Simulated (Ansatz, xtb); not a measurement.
A geometry optimisation of BF2H3Si with r2SCAN-D4/def2-SVP

The starting geometry of this gas-phase singlet has its atoms placed at random.

```yaml
atoms:
  - { symbol: B, position_ang: [0.4811, -1.6898, 0.2020] }
  - { symbol: F, position_ang: [-0.1894, 0.2188, 1.0953] }
  - { symbol: F, position_ang: [0.0985, -1.7089, -1.1566] }
  - { symbol: Si, position_ang: [0.1747, -0.2109, -0.8007] }
  - { symbol: H, position_ang: [-0.4562, 1.1347, -0.6254] }
  - { symbol: H, position_ang: [-0.4664, 0.2063, 0.1757] }
  - { symbol: H, position_ang: [-1.4507, -0.1597, -1.1560] }
```

Task: Guess where an optimisation with r2SCAN-D4/def2-SVP ends from this start.

Result: It ends as `FB(F)[SiH3]`. Distances that change by over a tenth: B1–Si4 (1.81 → 2.03 Å), F2–Si4 (1.98 → 2.95 Å), Si4–H6 (1.24 → 1.50 Å), Si4–H7 (1.66 → 1.49 Å). Contacts that open: F2–H6 (0.96 → 3.66 Å), F3–Si4 (1.54 → 2.96 Å). Contacts that close: B1–F2 (2.21 → 1.32 Å).

The energy falls by 17.06 eV over 59 steps:

```tsv
step	E − E(last) (eV)
1	17.060
7	6.246
14	4.690
20	4.119
27	3.962
33	3.765
40	2.155
46	1.970
53	0.588
59	0.000
```

Final geometry (Å):

```yaml
atoms:
  - { symbol: B, position_ang: [0.2797, -1.1640, 0.2989] }
  - { symbol: F, position_ang: [0.9654, -0.8889, 1.3976] }
  - { symbol: F, position_ang: [0.1943, -2.4423, -0.0344] }
  - { symbol: Si, position_ang: [-0.6272, 0.2960, -0.7877] }
  - { symbol: H, position_ang: [0.1446, 1.5719, -0.7048] }
  - { symbol: H, position_ang: [-1.9916, 0.5324, -0.2195] }
  - { symbol: H, position_ang: [-0.7737, -0.1147, -2.2159] }
```

From the same start GFN2-xTB ends elsewhere, at `FB[SiH2]F`.

From so rough a start the end depends on the optimiser's path, so another program may land elsewhere. No frequencies were run, so the end isn't proven a minimum. Run with Ansatz 0.2.0, 3.8 min on 1 thread of Intel(R) Xeon(R) Processor @ 2.50GHz (Skylake/Cascade Lake), on a shared host.
